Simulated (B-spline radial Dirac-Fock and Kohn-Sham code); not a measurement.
# Photoionisation of scandium ions at Ga Kα (9251.7 eV)

Level of theory: Dirac-Hartree-Slater photoionisation with all multipoles and Dirac-Fock thresholds; a radial atomic solver. Cross sections in kb; a dash marks an empty subshell or a threshold above the photon energy.

```csv
ion,configuration,total,2s,2p3/2,3p1/2,3p3/2,3d5/2
Sc,[Ar] 3d1 4s2,9.246,0.588,0.144,0.00915,0.0172,1.46e-05
Sc⁸⁺,[Ne] 3s2 3p1,9.279,0.598,0.147,0.00233,0.00440,–
Sc⁹⁺,[Ne] 3s2,9.287,0.601,0.148,–,–,–
Sc¹³⁺,[He] 2s2 2p4,9.220,0.657,0.111,–,–,–
```

Values without a named source are computed, but for edge energies of neutral atoms, which are taken from tables.
